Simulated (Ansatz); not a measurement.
A calculation with Ansatz (development build ahead of 0.2.0).

```yaml
crystal:
  periodic: [false, false, false]
  atoms:
    - { symbol: "N", position_ang: [0.0, 0.0, 0.0] }
basis:
  gaussian: { orbitals: "6-31G" }
magnetization:
  spin_polarized: true
  initial_magnetization: 3
hamiltonian:
  xc: hf
correlation:
  method: mp2
  frozen_orbitals: { "N": 1 }
```

The input is written out in the form of the current development build from the run's settings.

Results

```yaml
Converged: yes
Reference_energy: -54.38501 hartree
Correlation_energy: -0.02677 hartree
Total_energy: -54.41178 hartree
Spin_squared_of_the_determinant: 3.755
```
